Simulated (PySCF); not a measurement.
Species: C6H5S (doublet state).
Numbering: `[CH:1]#[C:2][C@@H:3]1[CH:4][CH:5]=[CH:6][S:7]1` (hydrogens: H8 on C1; H9 on C3; H10 on C4; H11 on C5; H12 on C6)

Method: PySCF, UKS B3LYP, pcH-1 on C H S, non-relativistic, mean-field spin-orbit, GIAO. Geometry: GFN2-xTB; no solvent, vibrations or thermal averaging. A GFN2-xTB geometry isn't a minimum of the functional, and hyperfine couplings can be far from their values at a DFT geometry. The SCF solution wasn't tested for stability.

Q: Match the computed a_iso(13C) values +72.3, +54.2, +48.8, -40.7, -22.5, +2.2 MHz with the sites C1; C2; C3; C4; C5; C6.

A: 
```tsv
site	a_iso (MHz)	ρ(0) (bohr⁻³)	position	distance from C6 (Å)	spin population	largest |T| (MHz)
C1	+2.2	+0.0019	3 bonds from C4	4.61	0.00	1.3
C2	+72.3	+0.0643	2 bonds from C4	3.61	+0.02	4.3
C3	-22.5	-0.0200	1 bond from C4	2.57	-0.05	0.9
C4	+48.8	+0.0435	a main spin site	2.32	+0.55	87.0
C5	-40.7	-0.0363	1 bond from C4	1.39	-0.21	24.3
C6	+54.2	+0.0480	largest spin population	0.00	+0.55	95.4
```

Q: Match the computed a_iso(1H) values +93.7, -39.2, -36.4, +9.3, +0.9 MHz with the sites H8; H9; H10; H11; H12.

A: 
| site | a_iso (MHz) | ρ(0) (bohr⁻³) | position | distance from C6 (Å) | bound to | spin population there | largest \|T\| (MHz) |
| --- | --- | --- | --- | --- | --- | --- | --- |
| H8 | +0.9 | +0.0002 | 4 bonds from C4 | 5.57 | C1 | 0.00 | 1.4 |
| H9 | +93.7 | +0.0210 | 2 bonds from C4 | 3.30 | C3 | -0.05 | 4.4 |
| H10 | -36.4 | -0.0081 | 1 bond from C4 | 3.34 | C4 | +0.55 | 22.0 |
| H11 | +9.3 | +0.0021 | 2 bonds from C4, on C5 of spin population -0.21 | 2.15 | C5 | -0.21 | 5.1 |
| H12 | -39.2 | -0.0088 | 1 bond from C6 | 1.07 | C6 | +0.55 | 24.0 |

ρ(0) is the spin density at the nucleus and T the dipolar tensor; a_iso includes a spin–orbit part. Largest spin populations (Mulliken): C6 (+0.55), C4 (+0.55), C5 (-0.21) and S7 (+0.14). The angles at C6 add up to 360.0°, so it is planar. Main spin sites, with 60 % or more of the largest population: C4, C6; positions count bonds from the nearest.

The SMILES `C#C[C@@H]1[CH]C=CS1` draws the unpaired electron on C4, whose computed spin population is only +0.55.
